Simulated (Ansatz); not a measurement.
Basis-set series for `[OH][SnH2][OH]`. The species carries charge 0 and has multiplicity 1. Sn: def2 effective core potential. Geometry: relaxed with PBE0-D4/def2-TZVP. It is one conformer, not always the lowest.

| functional | basis | functions | energy (Eh) | HOMO (eV) | LUMO (eV) |
| --- | --- | --- | --- | --- | --- |
| PBE0-D4 | def2-TZVPP | 168 | -367.08817 | -8.50 | -0.40 |
| PBE0-D4 | def2-QZVPP | 316 | -367.10043 | -8.56 | -0.55 |
| ωB97M-V | def2-TZVPP | 168 | -367.14318 | -10.94 | 1.19 |
| ωB97M-V | def2-QZVPP | 316 | -367.15517 | -11.00 | 0.84 |

Q: Give the rows for def2-SVP. (Best estimate.)

A: Ansatz gave: 
```
functional     basis  functions  energy (Eh)  HOMO (eV)  LUMO (eV)
   PBE0-D4  def2-SVP         74   -366.87293      -8.21       0.05
   ωB97M-V  def2-SVP         74   -366.92164     -10.61       1.98
```

Positive LUMOs are unbound and depend on the basis.
